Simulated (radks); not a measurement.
Values are calculated unless marked as measured or tabulated.
Fractional charge and spin in the 4p shell of rubidium: the spin-up occupation runs from 2 to 3 and the spin-down occupation from 2 to 3; the fullest corner is Rb, [Ar] 3d10 4s2 5s(up 0.5, down 0.5) 4p(up 3, down 3). Level of theory: scalar-relativistic Kohn-Sham, LDA (Slater exchange, Perdew-Wang correlation), spin-polarised, spherical densities, finite nucleus; Fermi nuclear charge, rms radius of each element as measured or else 0.836 A^(1/3) + 0.57 fm (a radial shooting solver on a logarithmic mesh with Libxc functionals). Energy (eV) above the fullest corner. The planes named below are the two flat planes that join the four corners, with an edge along up + down = one added electron.

down \ up,2,2.25,2.5,2.75,3
2,53.902,44.584,36.010,28.165,21.034
2.25,44.584,36.065,28.271,21.189,14.799
2.5,36.010,28.271,21.240,14.900,9.231
2.75,28.165,21.189,14.900,9.279,4.306
3,21.034,14.799,9.231,4.306,0.000

Corners above the fullest one (they belong to Rb+ and the next ion): (up 3, down 2) 21.034 eV, (up 2, down 3) 21.034 eV, (up 2, down 2) 53.902 eV. With half an added electron in each spin the energy lies 0.206 eV from the planes, and with half an added electron in spin up alone -1.458 eV. The planes are only a guide here: the flat-plane condition holds for ground states with one frontier orbital, while this shell lies below other occupied shells, so the corners above the fullest one are inner-hole states and not the ground states of those ions.
